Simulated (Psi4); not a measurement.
Psi4 input (wB97X-D/6-311+G**):

```
memory 1500 MB

molecule {
0 2
C    -2.06059200   -0.33352200    0.18331400
Si   -0.29253800   -0.31177300   -0.45405000
S     0.87583800   -1.28652500    1.06862900
S     0.44039600    1.68257500   -0.85701000
H    -2.72848500    0.11279500   -0.55384500
H    -2.13356500    0.24286600    1.10911500
H    -2.38627900   -1.35641800    0.37965600
H     2.06011000   -1.00391900    0.50038600
H     0.58755800    2.03381000    0.43560700
symmetry c1
no_reorient
no_com
}

set {
  basis 6-311+G**
  reference uks
  scf_type df
  df_basis_scf def2-universal-jkfit
  dft_radial_points 99
  dft_spherical_points 590
  e_convergence 1e-8
  d_convergence 1e-7
  maxiter 150
}

e = energy('wb97x-d')
print_out(f'\nFINAL {e:.10f} DIPOLE {variable("CURRENT DIPOLE")[0]:.6f} {variable("CURRENT DIPOLE")[1]:.6f} {variable("CURRENT DIPOLE")[2]:.6f}\n')
```

Output:

```
   => Loading Basis Set <=

    Name: 6-311+G**
    Role: ORBITAL
    Keyword: BASIS
    atoms 1   entry C          line   129 file 6-311pgss.gbs
    atoms 2   entry SI         line   351 file 6-311pgss.gbs
    atoms 3-4 entry S          line   429 file 6-311pgss.gbs
    atoms 5-9 entry H          line    42 file 6-311pgss.gbs

   => WB97X-D: Empirical Dispersion <=

    Chai and Head-Gordon Dispersion Correction
    Chai, J.-D.; Head-Gordon, M. (2010), J. Chem. Phys., 132: 6615-6620

        s6 =       1.000000

         ---------------------------------------------------------
                                   SCF
               by Justin Turney, Rob Parrish, Andy Simmonett
                          and Daniel G. A. Smith
                              UKS Reference
         ---------------------------------------------------------

  ==> Geometry <==

    Molecular point group: c1
    Full point group: C1

    Geometry (in Angstrom), charge = 0, multiplicity = 2:

       Center              X                  Y                   Z               Mass
    ------------   -----------------  -----------------  -----------------  -----------------
         C           -2.060592000000    -0.333522000000     0.183314000000    12.000000000000
         SI          -0.292538000000    -0.311773000000    -0.454050000000    27.976926534650
         S            0.875838000000    -1.286525000000     1.068629000000    31.972071174400
         S            0.440396000000     1.682575000000    -0.857010000000    31.972071174400
         H           -2.728485000000     0.112795000000    -0.553845000000     1.007825032230
         H           -2.133565000000     0.242866000000     1.109115000000     1.007825032230
         H           -2.386279000000    -1.356418000000     0.379656000000     1.007825032230
         H            2.060110000000    -1.003919000000     0.500386000000     1.007825032230
         H            0.587558000000     2.033810000000     0.435607000000     1.007825032230

  Running in c1 symmetry.

  Rotational constants: A =      0.14009  B =      0.07610  C =      0.05318 [cm^-1]
  Rotational constants: A =   4199.68426  B =   2281.30944  C =   1594.30735 [MHz]
  Nuclear repulsion =  260.485355816128958

  Charge       = 0
  Multiplicity = 2
  Electrons    = 57
  Nalpha       = 29
  Nbeta        = 28

  ==> Algorithm <==

  SCF Algorithm Type is DF.
  DIIS enabled.
  MOM disabled.
[...]
      10A     -6.004778    11A     -6.004254    12A     -5.999777
      13A     -5.430660    14A     -3.776363    15A     -3.774622
      16A     -3.771335    17A     -0.855847    18A     -0.823998
      19A     -0.807481    20A     -0.574830    21A     -0.527092
      22A     -0.509812    23A     -0.494351    24A     -0.473799
      25A     -0.425486    26A     -0.402794    27A     -0.356580
      28A     -0.344401

    Beta Virtual:

      29A     -0.049674    30A      0.046714    31A      0.062385
      32A      0.066743    33A      0.069325    34A      0.088310
      35A      0.102542    36A      0.105734    37A      0.109640
      38A      0.112314    39A      0.121423    40A      0.125260
      41A      0.132627    42A      0.142025    43A      0.145211
      44A      0.149765    45A      0.157879    46A      0.169389
      47A      0.173347    48A      0.181512    49A      0.191722
      50A      0.205121    51A      0.232858    52A      0.248583
      53A      0.308121    54A      0.329654    55A      0.344834
      56A      0.356481    57A      0.372270    58A      0.381482
      59A      0.396322    60A      0.400053    61A      0.408036
      62A      0.420213    63A      0.465781    64A      0.487398
      65A      0.499426    66A      0.513585    67A      0.529241
      68A      0.570856    69A      0.659022    70A      0.671033
      71A      0.689409    72A      0.700631    73A      0.736402
      74A      0.744611    75A      0.762316    76A      0.784239
      77A      0.788193    78A      0.792419    79A      0.809979
      80A      0.853157    81A      0.875034    82A      0.908573
      83A      0.944905    84A      0.975131    85A      0.987599
      86A      1.052780    87A      1.065999    88A      1.146072
      89A      1.156572    90A      1.180151    91A      1.227813
      92A      1.356456    93A      1.457318    94A      1.492438
      95A      1.522850    96A      1.527272    97A      1.546664
      98A      1.556886    99A      1.594213   100A      1.639336
     101A      1.648602   102A      1.771307   103A      1.779307
     104A      1.783512   105A      1.796281   106A      1.803487
     107A      1.827671   108A      1.845432   109A      1.951332
     110A      1.951860   111A      2.094291   112A      2.204784
     113A      2.207046   114A      2.262962   115A      2.269607
     116A      2.526836   117A      2.592701   118A      2.605034
     119A      2.621246   120A      2.626756   121A      2.682233
     122A      2.699918   123A      2.919099   124A      3.241183
     125A      3.827216   126A      3.834353   127A      5.594157
     128A      7.951191   129A      7.966843   130A     11.420137
     131A     11.478224   132A     11.540246   133A     17.441509
     134A     17.448940   135A     17.485617   136A     17.490730
     137A     17.522756   138A     17.555670   139A     24.051101
     140A    141.070358   141A    189.205025   142A    189.224884

    Final Occupation by Irrep:
              A
    DOCC [    28 ]
    SOCC [     1 ]
    NA   [    29 ]
    NB   [    28 ]

  @DF-UKS Final Energy: -1127.03076186663884

   => Energetics <=

    Nuclear Repulsion Energy =            260.4853558161289584
    One-Electron Energy =               -2074.8231482819555822
    Two-Electron Energy =                 744.9089180981452500
    DFT Exchange-Correlation Energy =     -57.5991070865507382
    Empirical Dispersion Energy =          -0.0027804124068637
    VV10 Nonlocal Energy =                  0.0000000000000000
    Total Energy =                      -1127.0307618666388407

  UHF NO Occupations:
  HONO-2 :   27  A 1.9998571
  HONO-1 :   28  A 1.9993176
  HONO-0 :   29  A 1.0000000
  LUNO+0 :   30  A 0.0006824
  LUNO+1 :   31  A 0.0001429
  LUNO+2 :   32  A 0.0000684
  LUNO+3 :   33  A 0.0000559

Computation Completed

Properties will be evaluated at   0.000000,   0.000000,   0.000000 [a0]

Properties computed using the SCF density matrix

 Multipole Moments:

 ------------------------------------------------------------------------------------
     Multipole            Electronic (a.u.)      Nuclear  (a.u.)        Total (a.u.)
 ------------------------------------------------------------------------------------

 L = 1.  Multiply by 2.5417464519 to convert [e a0] to [Debye]
 Dipole X            :         -0.2852475           -0.0000019           -0.2852494
 Dipole Y            :         -0.0296839           -0.0000378           -0.0297217
 Dipole Z            :          0.1713681            0.0000132            0.1713814
 Magnitude           :                                                    0.3340991

 ------------------------------------------------------------------------------------

FINAL -1127.0307618666 DIPOLE -0.285249 -0.029722 0.171381

*** Psi4 exiting successfully. Buy a developer a beer!
```

The geometry given is a B3LYP-D3(BJ)/def2-TZVP minimum.
